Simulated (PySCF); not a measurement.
All numbers come from PBE0/[W def2-SVP with ECP60, S def2-SVP, F def2-SVP], scalar-relativistic core potentials, density fitting, no spin–orbit coupling, PySCF. Open shells, if any, are unrestricted.

Question: What shape and geometry does isolated singlet WSF4 take (every ligand bound to W)?

Answer: Formally W is in oxidation state +6, d0. The polar-tensor charge on W, 2.85, is far below the formal one. The lowest minimum found is a singlet of C4v symmetry with W–F 1.854 Å (×4), W–S 2.095 Å; F–W–F 86.0° (×4), F–W–F 149.4° (×2), F–W–S 105.3° (×4). Its harmonic wavenumbers are 133 (b1), 210 (e), 236 (e), 249 (a1), 337 (b2), 601 (a1), 662 (b1), 718 (e), 736 (a1) cm⁻¹ and its dipole moment is 0.71 D.

Stability towards spin polarisation was not tested. Only a few start shapes were tried, so a lower isomer may exist. No spin–orbit coupling is included, which matters more the heavier the element.
